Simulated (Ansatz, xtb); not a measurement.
# C3H4BrCl: which of two isomers lies lower

We compare a, `Cl[C@@H]1C[C@@H]1Br`, a singlet, with b, `Cl[C@@H]1C[C@H]1Br`, a singlet. Both are isolated molecules in the gas phase, relaxed with PBE-D3(BJ)/def2-SVP.

Quicker runs give these differences E(b) − E(a): GFN2-xTB −9.02 kJ/mol; HF/STO-3G −5.59 kJ/mol (at GFN2-xTB geometries); r2SCAN-D4/def2-SVP −7.49 kJ/mol (at GFN2-xTB geometries).

Task: Estimate E(b) − E(a) at the level CCSD(T)/def2-SVP + ΔMP2/def2-TZVPP.

Result: Calculated at CCSD(T)/def2-SVP + ΔMP2/def2-TZVPP: E(b) − E(a) = −7.64 kJ/mol, so structure b lies lower.

The same difference at several levels:

| level | geometry | E(b) − E(a) (kJ/mol) | departure from the last row (kJ/mol) | job, with rough time for the two |
| --- | --- | --- | --- | --- |
| GFN2-xTB | GFN2-xTB | −9.02 | −1.38 | optimisation, 0.28 s |
| HF/STO-3G | GFN2-xTB | −5.59 | +2.05 | single point, 1.2 s |
| r2SCAN-D4/def2-SVP | GFN2-xTB | −7.49 | +0.15 | single point, 7.2 s |
| PBE-D3(BJ)/def2-SVP | PBE-D3(BJ)/def2-SVP | −6.38 | +1.26 | optimisation, 32 s |
| HF/def2-SVP | PBE-D3(BJ)/def2-SVP | −9.37 | −1.73 | part of the CCSD(T) run |
| MP2/def2-SVP | PBE-D3(BJ)/def2-SVP | −6.37 | +1.27 | part of the CCSD(T) run |
| CCSD(T)/def2-SVP | PBE-D3(BJ)/def2-SVP | −6.80 | +0.84 | single point |
| CCSD(T)/def2-SVP + ΔMP2/def2-TZVPP | PBE-D3(BJ)/def2-SVP | −7.64 |  | single point, 79 s |

As drawn, both hold the same kinds of bond in the same numbers.

None of the levels shown reverses the order. The largest departure from CCSD(T)/def2-SVP + ΔMP2/def2-TZVPP is that of HF/STO-3G, 2.05 kJ/mol. The last row adds to CCSD(T) the change of the MP2 difference between the two basis sets, here −0.84 kJ/mol.

With thermal terms from frequencies at re-optimised GFN2-xTB minima (ideal gas, soft modes damped towards free rotors, one conformer each, 298.15 K, 1 atm): on the last row, ΔE + ΔZPE = −7.70, ΔH = −7.50, ΔG = −7.83 kJ/mol.

The correlated steps freeze 17 core orbitals; the filled d shell of Br is correlated, in a basis made for valence electrons. Programs: Ansatz 0.2.0, xtb 6.7.1; the last row on 2 threads of Intel(R) Xeon(R) Processor @ 2.50GHz (Skylake/Cascade Lake) on a shared host.
